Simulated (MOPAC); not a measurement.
MOPAC input (MNDO):

```
MNDO 1SCF CHARGE=1 GEO-OK AUX(PRECISION=9) THREADS=1
BaF

Ba   -0.00000000 1   -0.00000000 1   -0.30023527 1
F     0.00000000 1    0.00000000 1    1.86813054 1
```

Question: What heat of formation does the run end on, and which ionisation energy by Koopmans theorem?

Answer: 50.37 kcal/mol; 15.60 eV.
